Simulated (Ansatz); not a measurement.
Born–Oppenheimer molecular dynamics of Cl₃FH₂OZr (8 atoms, charge 0, multiplicity 1). It starts at the highest image of a converged band, a first-order saddle point between two minima.

Method: Ansatz 0.2.0, RKS B3LYP-D4/def2-SVP.

```
ensemble                      : NVE (velocity Verlet)
time step                     : 0.5 fs
steps asked                   : 200
starting velocities drawn for : 300 K
seed                          : 6538
```

First frame:

```xyz
8
Properties=species:S:1:pos:R:3
Zr -0.409 -0.102 -0.150
Cl 0.050 0.529 2.456
O 1.442 -0.449 -0.313
H 2.374 -0.655 -0.207
Cl -0.831 2.015 -1.063
Cl -1.283 -1.678 -1.672
F -1.967 -0.544 1.201
H -1.273 -0.067 2.096
```

**Question.** How far do the bonds stretch over the last three quarters of this one trajectory? (Pairs bonded in most of those frames.)

**Answer.** 
```json
{"bond": "Zr1–Cl2", "mean (Å)": "2.500", "spread (Å)": "0.096", "shortest": "2.34", "longest": "2.60"}
{"bond": "Zr1–O3", "mean (Å)": "1.884", "spread (Å)": "0.030", "shortest": "1.84", "longest": "1.93"}
{"bond": "Zr1–Cl5", "mean (Å)": "2.345", "spread (Å)": "0.042", "shortest": "2.29", "longest": "2.42"}
{"bond": "Zr1–Cl6", "mean (Å)": "2.381", "spread (Å)": "0.014", "shortest": "2.36", "longest": "2.40"}
{"bond": "Zr1–F7", "mean (Å)": "2.452", "spread (Å)": "0.230", "shortest": "2.06", "longest": "2.76"}
{"bond": "O3–H4", "mean (Å)": "0.963", "spread (Å)": "0.019", "shortest": "0.93", "longest": "0.99"}
{"bond": "F7–H8", "mean (Å)": "0.984", "spread (Å)": "0.051", "shortest": "0.92", "longest": "1.17"}
```

Pairs bonded in part of these frames only: Zr1–H8 46 %, Cl2–H8 7 %, F7–H8 95 %.

Mean temperature of the second half: 365 K. The conserved energy stayed within 0.11 meV per atom of its start (net change 0.065 meV per atom), so the integration is sound. A run of 0.1 ps of so small a system gives no equilibrium averages. The orbitals stay closed-shell, which can raise the energy where a bond breaks towards radicals; this wasn't checked here.

Run time: 7.5 min on 4 threads of Arm Neoverse V2, on a shared host, peak memory 0.34 GiB.
